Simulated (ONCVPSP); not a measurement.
# u(r) = r·R(r): atom against pseudo-atom (vanadium)

Columns: radius, all-electron u(r) and pseudo u(r) of the 3p shell (level -44.78 eV) of vanadium in the configuration [Ne] 3s2 3p6 3d3 4s1.5 4p0.5; PBE, scalar-relativistic, ONCV scheme, ONCVPSP 4.0.1.

| r (bohr) | all-electron | pseudo |
| --- | --- | --- |
| 0.098 | -0.4270 | 0.0373 |
| 0.195 | -0.5249 | 0.1417 |
| 0.292 | -0.2339 | 0.2970 |
| 0.390 | 0.1778 | 0.4822 |
| 0.488 | 0.5470 | 0.6694 |
| 0.585 | 0.8146 | 0.8328 |
| 0.682 | 0.9793 | 0.9569 |
| 0.780 | 1.0564 | 1.0326 |
| 0.878 | 1.0663 | 1.0574 |
| 0.975 | 1.0307 | 1.0373 |
| 1.072 | 0.9672 | 0.9830 |
| 1.170 | 0.8873 | 0.9053 |
| 1.268 | 0.8009 | 0.8161 |
| 1.365 | 0.7149 | 0.7253 |
| 1.463 | 0.6312 | 0.6370 |
| 1.560 | 0.5539 | 0.5565 |
| 1.658 | 0.4825 | 0.4833 |
| 1.755 | 0.4188 | 0.4190 |
| 1.852 | 0.3621 | 0.3621 |
| 1.950 | 0.3116 | 0.3116 |
| 2.047 | 0.2678 | 0.2678 |
| 2.145 | 0.2293 | 0.2293 |
| 2.242 | 0.1963 | 0.1963 |
| 2.340 | 0.1675 | 0.1675 |
| 2.438 | 0.1427 | 0.1427 |
| 2.535 | 0.1217 | 0.1217 |

(1) How many radial nodes do the two functions have?

(2) At about which radius was the pseudo-wave matched?

(3) Is the pseudo-wave norm-conserving?

## Answers

(1) The all-electron 3p function has n − l − 1 = 1; the pseudo-wave has 0, since the states of the same l below it are removed with the core.

(2) 1.95 bohr. The columns agree to 0.0005 from 1.75 bohr on; several derivatives are matched, so the curves merge somewhat inside the radius.

(3) Yes: the ONCV scheme keeps the norm inside the radius equal to the all-electron one, which fixes the energy derivative of the logarithmic derivative at the level.
